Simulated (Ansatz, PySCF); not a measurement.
Gas-phase reaction (SMILES): NB(F)F + H+ -> [NH3+]B(F)F; protonation at N, whose ΔH is minus the proton affinity.

Each molecule is optimised on its own at B3LYP-D3(BJ)/def2-TZVP (Ansatz, a first-principles code), one conformer each, not searched for the lowest. Valence correlation only, unless marked. No spin-orbit coupling. Non-relativistic. CBS marks a two-point X^-3 extrapolation of the correlation energy; Hartree-Fock from the larger set. [CCSD(T)-MP2]/basis is that difference in the basis named. Thermal terms are rigid-rotor harmonic-oscillator values from B3LYP-D3(BJ) frequencies (Ansatz or PySCF) at 298.15 K and 1 atm. 1 Eh = 627.5095 kcal/mol. The proton has no electrons: its energy is zero and its thermal terms are those of translation.

| species | E, RI-MP2/CBS(cc-pVTZ,cc-pVQZ)+[CCSD(T)-MP2]/cc-pVTZ (Ansatz) (Eh) | E, PBE/def2-TZVPD (Ansatz) (Eh) | H - E (Eh) |
|---|---|---|---|
| NB(F)F | -280.45480 | -280.49360 | 0.04174 |
| H+ | 0.00000 | 0.00000 | 0.00236 |
| [NH3+]B(F)F | -280.75256 | -280.78995 | 0.05558 |

Task: Work out ΔE and ΔH at 298.15 K at the first level, then ΔH at the second.

Result: 
1. ΔE = [(-280.75256)] - [(-280.45480) + (0.00000)] = -0.29776 Eh = -186.8 kcal/mol at RI-MP2/CBS(cc-pVTZ,cc-pVQZ)+[CCSD(T)-MP2]/cc-pVTZ.
2. The terms H - E add up to 0.01148 Eh, so ΔH = (-0.29776 + (0.01148))×627.5095 = -179.6 kcal/mol.
3. At PBE/def2-TZVPD the same steps give ΔE = -186.0 and ΔH = -178.8 kcal/mol, a shift of +0.8 from the first level.
4. These values are not checked against measurement here, since the tables used lack a sound gas-phase enthalpy of formation for at least one species, or one in the same ion convention.
